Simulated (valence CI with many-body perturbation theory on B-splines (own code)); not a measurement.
**Os²⁵⁺: calculated level list**

Level of theory: valence CI with perturbative core correlation (CI+MBPT): five valence electrons over a frozen Dirac-Fock core [Kr] 4d10, radial functions for each j: 7 s, 7 p, 7 d, 7 f, 4 g, 2 h, with the one-electron correlation potential Σ1 (screened to all orders), the two-electron term Σ2, the three-electron term Σ3, Breit, model QED; selected single and double excitations, second order for the rest, scaled by the run's own slope (own B-spline code, finite nucleus).

No measured spectrum was set against this ion. As an estimate, terms of the open shell hold to a few per cent of their energy, and close levels can change places. Among the levels kept, up to 990 cm⁻¹ of a level comes from second order outside the variational space, and about a tenth of that is noise between levels of different J, which matters for small intervals. Only levels of the ground parity were solved; by the run's estimate the other parity begins above the list, which can be wrong where configurations are misplaced.

Levels 181 to 194 of 194, with energies above the lowest level, 4f⁵ ⁶H°_5/2. "Leading %" is the weight of the configuration and term that name the level; weights of strongly mixed levels are sums over their largest components and can fall short. In the jj column 3d3/2^4 stands for four electrons in 3d with j = 3/2.

```tsv
No.	Configuration	Term	J	E (eV)	Leading %	Second component	Leading jj
181	4f⁵	²G°	9/2	31.927	45	29 % 4f⁵ ⁴G°	4f5/2 4f7/2^4 (55 %)
182	4f⁵	²K°	15/2	32.525	99		4f5/2^2 4f7/2^3 (75 %)
183	4f⁵	²G°	7/2	32.733	39	37 % 4f⁵ ²F°	4f7/2^5 (55 %)
184	4f⁵	²D°	3/2	33.435	79	15 % 4f⁵ ²P°	4f5/2^2 4f7/2^3 (45 %)
185	4f⁵	²K°	13/2	33.978	89	9 % 4f⁵ ²I°	4f5/2 4f7/2^4 (52 %)
186	4f⁵	²D°	5/2	35.008	74	17 % 4f⁵ ²F°	4f5/2 4f7/2^4 (38 %)
187	4f⁵	²F°	7/2	35.690	78	16 % 4f⁵ ²G°	4f5/2 4f7/2^4 (56 %)
188	4f⁵	²F°	5/2	36.102	95	4 % 4f⁵ ⁴F°	4f5/2 4f7/2^4 (40 %)
189	4f⁵	²G°	9/2	36.432	58	40 % 4f⁵ ²H°	4f5/2^2 4f7/2^3 (52 %)
190	4f⁵	²G°	7/2	36.996	81	16 % 4f⁵ ²F°	4f5/2^2 4f7/2^3 (52 %)
191	4f⁵	²P°	3/2	37.910	91	8 % 4f⁵ ²D°	4f5/2^2 4f7/2^3 (66 %)
192	4f⁵	²P°	1/2	37.949	99		4f5/2 4f7/2^4 (47 %)
193	4f⁵	²H°	9/2	38.664	57	42 % 4f⁵ ²G°	4f5/2^2 4f7/2^3 (54 %)
194	4f⁵	²H°	11/2	39.224	99		4f5/2^2 4f7/2^3 (73 %)
```

Names give the largest LS component (configuration and term), which can be under half, so a name can repeat, a term be missing and a line seem to break the LS rules; names also repeat where a configuration has a term twice.
